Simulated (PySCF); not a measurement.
Solvent effects on NMR parameters

Structure with atom numbers: `[CH3:1][BH:2][NH:3][B:4]([CH3:5])[CH3:6]`. Hydrogens are named by the atom that carries them.

GIAO PBE0/pcSseg-1 in PySCF 2.14 on one PBE0-D3(BJ)/def2-SVP conformer, non-relativistic, equivalent nuclei averaged. Solvents enter as an IEF-PCM continuum (chloroform with ε = 4.7) around the gas-phase geometry. Shifts are referred to TMS, BF3·OEt2 computed in the same medium.

Gas phase, δ in ppm: C1 9.8, C5/C6 8.9, B4 57.3, B2 50.5, H(N3) 6.33, H(B2) 5.70, H(C1) 0.62, H(C5)/H(C6) 0.62. Dipole moment 0.92 D.

(1) How does each δ change in the continuum?

(2) Which of the listed nuclei move most (in ppm), and what does the model miss? (N and O are left out, as their reference compounds move with the solvent too.)

Answers

(1) 
| atoms | environment | Δδ, chloroform |
| --- | --- | --- |
| C1 | methyl carbon bonded to B | -0.1 |
| C5/C6 | methyl carbon bonded to B | 0.0 |
| B4 | boron bonded to 2 C, N | +0.5 |
| B2 | boron bonded to C, N, H | +0.3 |
| H(N3) | hydrogen on a nitrogen bonded to 2 B | +0.37 |
| H(B2) | hydrogen on a boron bonded to C, N | -0.10 |
| H(C1) | hydrogen on a methyl carbon bonded to B | +0.02 |
| H(C5)/H(C6) | hydrogen on a methyl carbon bonded to B | -0.01 |

Changes are relative to the gas phase. The dipole moment becomes 1.17 D in chloroform.

(2) B4 (boron bonded to 2 C, N, +0.5 ppm) in chloroform. A continuum only polarises the solute; specific hydrogen bonds, the anisotropy of aromatic solvents and changes of geometry or conformer are outside it.
